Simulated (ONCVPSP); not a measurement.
## Transferability test, ONCV potential for Ca

```
Element                 : Ca (Z = 20)
Generator               : ONCVPSP 4.0.1
Type                    : optimised norm-conserving Vanderbilt (ONCV)
Functional              : PBEsol
Relativity              : scalar-relativistic
Frozen core             : [Ne]
Valence charge          : 10
Reference configuration : 3s2 3p6 4s2
Partial waves           : 3s+4s: rc 2.20 bohr, ncon 4, nbas 7, qcut 5 1/bohr, 2 projectors; 3p: rc 1.20 bohr, ncon 4, nbas 9, qcut 5.6 1/bohr, 2 projectors, debl 0.8 Ha; d scattering state at 0.43 Ha: rc 2.20 bohr, ncon 5, nbas 9, qcut 3.8 1/bohr, 2 projectors, debl 3.2 Ha
Local potential         : polynomial inside 1.05 bohr (lpopt 5, dvloc0 6 Ha)
Core correction         : none
```

In the p channel the program set the typed energies aside and used -1.027, 0.250 Ha. In the d channel the program set the typed energies aside and used -0.072, 3.128 Ha.

Energies are relative to the spin-unpolarised reference configuration 3s2 3p6 4s2; without spin polarisation the order of configurations can differ from experiment.

```csv
valence configuration,charge,ΔE all-electron (eV),error AE − PS (meV)
3s2 3p6 4s1,+1,6.305,-0.5
3s2 3p6 4s1.5,+0.5,2.504,-0.1
3s2 3p6 4s1 4p1,0,2.426,-0.3
```

Q: What are ΔE and the potential's error for 3s2 3p6 4s0?

A: ΔE = 17.987 eV all-electron; the error (AE − PS) is -2.7 meV.
